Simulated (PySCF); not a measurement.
C4H12BN.
Cartesian coordinates in Å at the PBE0-D3(BJ)/def2-SVP level; atoms count from 1:
```xyz
18
C4H12BN angstrom
C      0.1136   -0.7435    1.3241
C      0.5239   -0.0567    0.0212
C      1.4699   -0.9723   -0.7672
C      1.2472    1.2591    0.3379
B     -0.7154    0.2832   -0.9171
N     -2.0288   -0.0232   -0.5746
H      0.9929   -0.9672    1.9523
H     -0.5592   -0.1092    1.9255
H     -0.4004   -1.7011    1.1363
H      1.7953   -0.5013   -1.7083
H      0.9908   -1.9314   -1.0233
H      2.3751   -1.2021   -0.1776
H      2.1508    1.0741    0.9456
H      0.6045    1.9521    0.9051
H      1.5637    1.7760   -0.5817
H     -0.5260    0.8331   -1.9841
H     -2.8201    0.1902   -1.1665
H     -2.2818   -0.4804    0.2925
```

The closed-shell ground state was solved at several levels (PySCF, density fitting, gas phase, non-relativistic).

| level | basis functions | total energy (Eh) | HOMO (eV) | LUMO (eV) | gap (eV) | dipole (D) |
| --- | --- | --- | --- | --- | --- | --- |
| PBE0/pcSseg-1 | 162 | -238.9728 | -7.80 | 0.79 | 8.59 | 1.72 |
| B3LYP/pcJ-1 | 282 | -239.3330 | -7.61 | 0.58 | 8.19 | 1.75 |
| B3LYP/pcSseg-1 | 162 | -239.2876 | -7.61 | 0.57 | 8.18 | 1.73 |

Q: Estimate the row for PBE0/def2-SVPD, a basis of 216 functions; the other rows only guide the guess.

A: Total energy -238.8481 Eh, HOMO -7.81 eV, LUMO 0.41 eV, gap 8.22 eV, dipole 1.59 D.

Q: How far do the dipole and the HOMO energy spread over the levels?

A: The dipole runs from 1.59 to 1.75 D (mean 1.70 D) and the HOMO from -7.81 to -7.61 eV.
